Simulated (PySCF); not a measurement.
Isomers C₈H₁₁OP:

A. `C=CC(=C=P/C=C/C)OC`
B. SMILES C1=C(OC)PC(C)=C1C=C
C. `C1=CC(C)=C(OC)C(C)=P1`
D. SMILES C#CCP1CCC(=O)CC1
E. SMILES CP(C)(=O)c1ccccc1

Spectrum 1. $^{1}$H NMR (500 MHz, computed): δ 2.52 (m, 4H), 2.36 (m, 2H), 1.93 (m, 4H), 1.47 (t, 1H). $^{13}$C{$^{1}$H} NMR (computed): δ 214.6 (C), 84.2 (C), 76.7 (CH), 42.4 (CH2), 34.8 (CH2), 23.7 (CH2).

Spectrum 2. $^{1}$H NMR (500 MHz, computed): δ 7.94 (m, 2H), 7.76 (m, 1H), 7.75 (m, 2H), 1.49 (m, 6H). $^{13}$C{$^{1}$H} NMR (computed): δ 142.6 (C), 136.6 (CH), 135.7 (CH), 133.6 (CH), 22.1 (CH3).

Spectrum 3. $^{1}$H NMR (500 MHz, computed): δ 8.75 (m, 1H), 8.03 (m, 1H), 3.78 (s, 3H), 2.96 (m, 3H), 2.68 (s, 3H). $^{13}$C{$^{1}$H} NMR (computed): δ 172.9 (C), 167.2 (C), 161.3 (CH), 141.5 (CH), 140.9 (C), 59.0 (CH3), 21.9 (CH3), 19.4 (CH3).

Spectrum 4. $^{1}$H NMR (500 MHz, computed): δ 6.90 (m, 1H), 6.57 (m, 1H), 6.44 (m, 1H), 6.02 (m, 1H), 5.53 (m, 1H), 3.69 (s, 3H), 2.10 (d, 3H). $^{13}$C{$^{1}$H} NMR (computed): δ 271.9 (C), 157.5 (C), 151.7 (CH), 149.0 (CH), 138.8 (CH), 123.5 (CH2), 57.6 (CH3), 25.1 (CH3).

Spectrum 5. $^{1}$H NMR (500 MHz, computed): δ 6.98 (m, 1H), 6.72 (m, 1H), 5.73 (m, 1H), 5.58 (m, 1H), 5.06 (m, 1H), 3.84 (s, 3H), 2.27 (m, 3H). $^{13}$C{$^{1}$H} NMR (computed): δ 177.2 (C), 152.2 (C), 137.1 (CH), 132.3 (C), 120.2 (CH2), 116.4 (CH), 60.4 (CH3), 15.1 (CH3).

Rapidly exchanging positions averaged, relativity neglected, no solvent, one conformer. Shielding tensors at PBE0/pcSseg-1 (GIAO); GFN2-xTB structure; PySCF 2.14.0 with density-fitted response routines.

Referencing at the same level of theory: TMS for $^{1}$H (σ = 31.72 ppm), $^{13}$C (σ = 186.93 ppm). Splittings of carbon signals by F and P are missing where no couplings were computed. Where no couplings were computed, multiplicities follow the n + 1 count of equivalent neighbours, and m marks all less simple cases (inequivalent or close neighbours, rings, F or P nearby). Shifts are as computed. Against solution values, carbons near 30 ppm lie about +3 ppm off and those near 130 ppm about +5 ppm. Of 1211 compounds with measured shifts, 218 miss one by over three times the rms of a fit or turn the order of signals round; such compounds aren't used in these exercises.

Task: Match each spectrum to its structure.

Result: 1–D, 2–E, 3–C, 4–A, 5–B.

- Spectrum 1 (D): 6 $^{13}$C signals; δC 214.6 is a ketone carbonyl carbon; δC 84.2 is an alkyne carbon.
- Spectrum 2 (E): 5 $^{13}$C signals; δC 136.6 is an aromatic CH; δC 135.7 is an aromatic CH.
- Spectrum 3 (C): 8 $^{13}$C signals; δC 167.2 is an aromatic carbon bearing oxygen; δC 59.0 is a methyl carbon bonded to O.
- Spectrum 4 (A): 8 $^{13}$C signals; δC 157.5 is an alkene carbon bearing oxygen; δC 151.7 is an alkene CH.
- Spectrum 5 (B): 8 $^{13}$C signals; δC 137.1 is an alkene CH; δC 120.2 is a terminal =CH2 carbon.
